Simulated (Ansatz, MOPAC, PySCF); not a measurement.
Noncovalent pair: C2H4 (SMILES C=C) (first 6 atoms) with H4OSi (SMILES O[SiH3]); geometry from B3LYP-D3(BJ)/def2-TZVP, rigid monomers moved along the line of their centres of mass till C2···H9 is 2.76 Å.
(charge 0, multiplicity 1):
```xyz
12

C      0.6359     0.5771     0.2490
C     -0.0404    -0.5603     0.1469
H      0.1645     1.4910     0.5903
H      1.6860     0.6407    -0.0089
H      0.4294    -1.4733    -0.1983
H     -1.0918    -0.6222     0.4008
O      0.6240    -0.5050     3.7612
Si    -0.6907     0.2326     4.4264
H      0.7005    -0.4646     2.7993
H     -0.7219     1.6865     4.1221
H     -0.5895     0.0341     5.8863
H     -1.9629    -0.3535     3.9306
```

Counterpoise-corrected where a basis set is named; no monomer relaxation.

Correlated levels freeze the cores. Rows in 6-31G* carry no dispersion term and start afresh at each structure (6-31G* with six Cartesian d functions). The state reached by PM7 isn't checked; PM7 holds dispersion and hydrogen-bond terms.

Codes used: Ansatz (a first-principles code); MOPAC for PM7 (differences of heats of formation); PySCF for 6-31G* rows, the dispersion terms. Each number belongs to the level named beside it.

| level | interaction energy (kcal/mol) |
|---|---|
| PM7 | -1.57 |
| PBE-D4/def2-TZVPPD | -3.67 |
| r2SCAN-D4/def2-TZVPPD | -3.41 |
| B3LYP/6-31G* | (withheld) |
| PBE0/def2-TZVPPD | -2.56 |
| PBE0-D3(BJ)/def2-TZVPPD | -3.63 |
| SCS-MP2/aug-cc-pV(D+d)Z | -2.49 |
| CCSD/aug-cc-pV(D+d)Z | -2.54 |
| CCSD(T)/aug-cc-pV(D+d)Z | (withheld) |

Fill in the missing entries.


- B3LYP/6-31G*, interaction energy (kcal/mol): -2.39
- CCSD(T)/aug-cc-pV(D+d)Z, interaction energy (kcal/mol): -2.77
